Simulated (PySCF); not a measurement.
Te(F)(SMe) (CH3FSTe), SMILES S([Te]F)C. The structure is a stationary point at B3LYP-D3(BJ)/def2-SVP. The def2 effective core potentials stand for the cores of Te; spin–orbit coupling is left out. The values are those of a single conformer.

Method: B3LYP-D3(BJ)/def2-SVP (PySCF).

Harmonic wavenumbers (cm⁻¹): 95, 119, 169, 201, 363, 587, 681, 956, 960, 1323, 1437, 1451, 3046, 3151, 3172. Rotational constants (GHz): 5.610, 1.724, 1.538; symmetry number 1.

Task: Work out the zero-point energy and the ideal-gas rigid-rotor harmonic-oscillator thermochemistry at 298.15 K and 1 atm.

Result: ZPE = ½ Σ hcν = ½ × 17711 cm⁻¹ = 105.93 kJ/mol. H − E(el) = 124.67 kJ/mol. Entropy in J/(mol K): translation 174.43, rotation 114.94, vibration 56.20, total 345.57. G − E(el) = 21.64 kJ/mol. Cp = 84.51 J/(mol K). Modes under 150 cm⁻¹ make the vibrational entropy uncertain.
